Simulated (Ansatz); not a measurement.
MO2F2 with several metals: LDA (SPW92)/def2-TZVP single points in Ansatz on relaxed structures, gas phase. Core potentials for Mo, W, no spin–orbit coupling. Binding counts from free atoms in the multiplicity of their measured ground term, without zero-point energy. The structures are stationary points that may keep the symmetry of their start. Remarks come from the PBE and PBE0 runs and from stability tests at other levels; not every state was tested.

```csv
species,atoms,state,geometry,HOMO (eV),LUMO (eV),gap (eV),binding per atom (eV),point group (within 0.1 Å),remarks
CrO2F2,5,singlet,r2SCAN-D4/def2-SVP,-9.02,-6.07,2.95,5.21,C2v,restricted SCF unstable in HF
WO2F2,5,singlet,PBE-D4/def2-SVP,-8.43,-3.88,4.55,6.45,C2v,–
```

**Question.** Estimate the rows for MoO2F2 (singlet, PBE-D4/def2-SVP geometry).

**Answer.** 
```
species  atoms    state         geometry  HOMO (eV)  LUMO (eV)  gap (eV)  binding per atom (eV)  point group (within 0.1 Å)
 MoO2F2      5  singlet  PBE-D4/def2-SVP      -8.68      -4.50      4.17                   5.95                         C2v
```

The gap (eV) runs from 2.95 (CrO2F2) to 4.55 (WO2F2).
